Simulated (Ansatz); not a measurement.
GeH6O2Si, SMILES [OH][GeH]([OH])[SiH3].

The structure is a stationary point at TPSSh-D3(BJ)/def2-SVP. This is a generated structure with no PubChem entry under its InChIKey; it may be hypothetical. Other conformers were not sampled.

Two levels are set side by side: PBE/def2-SVPD (Ansatz, an electronic-structure program) and CAM-B3LYP/def2-SVPD (Ansatz). Energy differences of separate SCF runs at the same geometry; the states with an electron removed or added have multiplicity 2 and 2. Differences are taken from unrounded values.

| quantity | CAM-B3LYP |
|---|---|
| vertical ionisation energy (eV) | 10.39 |
| vertical singlet–triplet gap (eV) | 6.20 |

Q: What does PBE give, and how far is it from CAM-B3LYP? (An estimate is asked for; the answer gives what the named calculation found.)

A: 
```json
[
 {"quantity": "vertical ionisation energy (eV)", "PBE": "9.78", "PBE minus CAM-B3LYP": "-0.61"},
 {"quantity": "vertical singlet–triplet gap (eV)", "PBE": "5.49", "PBE minus CAM-B3LYP": "-0.71"}
]
```
